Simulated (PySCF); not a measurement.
Geometry (Å), atoms numbered from 1 in this order:
```xyz
12

C     2.2477    0.0108   -1.0935
C     1.2143   -0.1912   -0.5258
C    -0.0375   -0.4606    0.1752
C    -1.2374   -0.3324   -0.7663
F    -0.0070   -1.7741    0.6611
C    -0.1566    0.4528    1.3077
C    -0.2552    1.1785    2.2536
H     3.1479    0.1999   -1.5984
H    -1.1288   -1.0341   -1.5908
H    -2.1515   -0.5566   -0.2204
H    -1.2897    0.6802   -1.1582
H    -0.3451    1.8264    3.0739
```

All values are calculated (PySCF 2.14.0 with density-fitted response routines): GFN2-xTB structure, σ from GIAO-PBE0/pcSseg-1, J couplings at B3LYP/pcJ-1 (spin–dipole term only in couplings to heteroatoms). Fast rotation and ring inversion assumed for equivalent nuclei, non-relativistic, single conformer, in vacuum.

Question: List the cross peaks expected in HSQC, COSY and HMBC spectra.

Answer: 

HSQC (one-bond C–H):
```
               δH            δC  ¹J(C,H) (Hz)
    2.22 (H8/H12)  83.0 (C1/C7)           268
1.88 (H9/H10/H11)     33.4 (C4)           138
```

HMBC (two and three bonds, |J| ≥ 2.5 Hz):
```
               δH                     δC [abs. J in Hz]
    2.22 (H8/H12)  85.9 (C2/C6) [51.9], 80.0 (C3) [3.5]
1.88 (H9/H10/H11)   85.9 (C2/C6) [5.0], 80.0 (C3) [3.7]
```

No COSY cross peaks are expected.

Shifts are taken against calculated references (same method and geometry level): ¹H (σref 31.72), ¹³C (σref 186.93) against TMS.

Common functionals overestimate the size of one-bond C–F couplings by tens of Hz; these are unscaled. Shifts are as computed. Against solution values, carbons near 30 ppm lie about +3 ppm off and those near 130 ppm about +5 ppm. Of 1313 compounds with measured shifts, 239 miss one by over three times the rms of a fit or turn the order of signals round; such compounds aren't used in these exercises.
